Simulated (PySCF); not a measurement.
An unknown is described by computed data only.

Elements present: C, F, H and O. Monoisotopic mass: 112.0136 u.

| Quantity | Value |
| --- | --- |
| NMR, other nuclei | isotropic shieldings of nuclei other than C and H, by class: 133 (1 O), 233 (3 F) ppm [GIAO PBE/pcSseg-2] |
| Rotational structure | rotational constants A, B, C: 4.933, 2.158, 2.030 GHz [PBE0-D3(BJ)/def2-SVP] |
| Triplet | lowest triplet excitation (Tamm–Dancoff): 4.37 eV [TDA CAM-B3LYP/def2-SVPD] |
| 13C NMR | chemical shifts (computed TMS as zero) by class: 152.1 (1 C), 136.5 (1 C), 100.1 (1 C) ppm [GIAO PBE/pcSseg-2] |
| Valence photoelectron | vertical ionisation energy: 10.30 eV [ΔSCF CAM-B3LYP/def2-SVPD] |
| UV, strongest line | among the 10 lowest singlet transitions: S2 at 7.34 eV (169 nm, f = 0.191) [TDDFT CAM-B3LYP/def2-SVPD] |
| 1H NMR | chemical shifts (computed TMS as zero) by class: 6.35 (1 H), 4.91 (1 H), 4.67 (1 H) ppm [GIAO PBE/pcSseg-2] |
| Couplings | largest of the computed one-bond spin–spin couplings (means over like bonds): 19F–13C -337.2 (×3), 13C–1H +205.2, 13C–1H +174.7, 13C–1H +172.5, 13C–13C +85.7, 17O–13C +27.0, 17O–13C +19.3 Hz [B3LYP/pcJ-1, spin–dipole term left out for some pairs] |
| UV, first state | lowest singlet excitation: 7.34 eV (169 nm, f = 0.135) [TDDFT CAM-B3LYP/def2-SVPD] |

Electronic properties: PySCF, gas phase, density fitting. Levels stand in brackets. One conformer (not necessarily the lowest) at the PBE0-D3(BJ)/def2-SVP geometry, without solvent, vibrations or thermal averaging. NMR values are class means; diastereotopic atoms form classes of their own.

**Question.** Which formula fits the mass and the elements?

**Answer.** C3H3F3O (calculated 112.0136). No other formula that holds each of these elements comes within 0.0003 u with a fitting electron parity and a possible valence count.

**Question.** Give a SMILES that accounts for the data.

**Answer.** Numbering: `[CH2:1]=[CH:2][O:3][C:4]([F:5])([F:6])[F:7]`. Its formula, C3H3F3O, gives 1 degree of unsaturation: 0 rings and 1 π bond in the structure found. 3 carbons fall into 3 classes; from least to most shielded: vinylic carbon bearing oxygen [C2] (152.1 ppm), CF3 carbon [C4] (136.5 ppm), terminal =CH2 carbon [C1] (100.1 ppm). Hydrogen classes from least to most shielded: 1 H on a vinylic carbon bearing oxygen, C2 (6.35 ppm), 1 H on a terminal =CH2 carbon, C1 (4.91 ppm), 1 H on a terminal =CH2 carbon, C1 (4.67 ppm). The other shieldings belong to: 133 ppm, ether oxygen [O3]; 233 ppm, fluorine of a CF3 group [F5/F6/F7]. The couplings run between: -337.2 Hz, fluorine of a CF3 group [F5] and CF3 carbon [C4] (with 2 like pairs); +205.2 Hz, vinylic carbon bearing oxygen [C2] and its hydrogen; +174.7 Hz, terminal =CH2 carbon [C1] and its hydrogen; +172.5 Hz, terminal =CH2 carbon [C1] and its hydrogen; +85.7 Hz, terminal =CH2 carbon [C1] and vinylic carbon bearing oxygen [C2]; +27.0 Hz, ether oxygen [O3] and vinylic carbon bearing oxygen [C2]; +19.3 Hz, ether oxygen [O3] and CF3 carbon [C4]. The first electron is taken from the HOMO, whose largest Löwdin shares are 0.38 on the terminal =CH2 carbon, 0.30 on the vinylic carbon bearing oxygen and 0.19 on the ether oxygen. The optimised geometry has point group Cs and is an asymmetric top. Structure: `C=COC(F)(F)F`. Computed isomers that give other values at the same levels: `CC(=O)C(F)(F)F` (13C chemical shifts (computed TMS as zero) by class: 202.8 (1 C), 129.4 (1 C), 25.5 (1 C) ppm); `FC(F)[C@]1(F)CO1` (rotational constant A: 3.972 GHz; this holds for the one conformer computed); `O=CCC(F)(F)F` (rotational constant A: 5.214 GHz; this holds for the one conformer computed). The assignments are read from this structure; whether some other isomer fits the data as well wasn't checked.

Conformer computed: `[CH2:1]=[CH:2][O:3][C:4]([F:5])([F:6])[F:7]`: C1–C2–O3–C4 0°, C2–O3–C4–F5 180°.
